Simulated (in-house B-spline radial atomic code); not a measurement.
Results of a calculation; reference values are marked as such.
Two electrons in InAs: a spherical dot of radius 96.2 nm with hard walls

For InAs the NSM archive of the Ioffe Institute lists m* = 0.023 m0 and ε = 15.15. In so narrow a gap the band flattens within tens of meV, so real spacings are smaller, by up to some tenths.

Effective-mass model with parabolic bands, a uniform dielectric constant, no image charges, no central-cell or spin-orbit terms. Two-electron levels come from full CI in B-splines with partial waves to l = 5 (up to 0.001 effective hartree above the limit).

Question: What are the effective units, and what is the potential in them?

Answer: Ha* = 27211.386 meV × 0.023/15.15² = 2.727 meV and a* = 0.0529177 nm × 15.15/0.023 = 34.86 nm. The radius is R = 2.76 a*. The one-electron levels are π²/2R² = 0.6478 and 4.4934²/2R² = 1.3253 Ha*.

In these units the lowest s and p orbitals lie at 0.647816 and 1.325268, and their Coulomb and exchange integrals are J_ss = 0.647128, J_sp = 0.586839 and K_sp = 0.1303. (For an empty sphere J_ss = 1.786/R.) Full CI gives 1.885232 for the ground singlet, 2.416712 for the sp triplet, 2.627216 for the sp singlet and 3.768243 for the lowest triplet of two s orbitals.

Question: What does it cost to add the second electron, to first order and exactly?

Answer: To first order E = 2ε_s + J_ss = 1.942760, so the charging energy E(2) − 2E(1) is J_ss = 1.765 meV. CI gives 1.885232 − 2 × (0.647816) = 0.589601, or 1.608 meV: relaxation and correlation lower it by 0.1569 meV, 8.9 % of J_ss. The s² configuration of one-electron orbitals holds 97.1 % of the state, and the mean radius is 50.1 nm.

Question: How far above the singlet do the triplets lie?

Answer: To first order the sp triplet lies at ε_s + ε_p + J_sp − K_sp = 2.429614, which is 1.328 meV above 2ε_s + J_ss. CI gives 2.416712 − (1.885232) = 0.531480, or 1.449 meV, 78 % of the orbital spacing of 1.847 meV. The ss triplet lies 5.135 meV up, so the lower of the two is the sp one, and its gap equals k_BT at 16.8 K. The sp singlet-triplet splitting is 0.574 meV, against 2K_sp = 0.7107 meV.
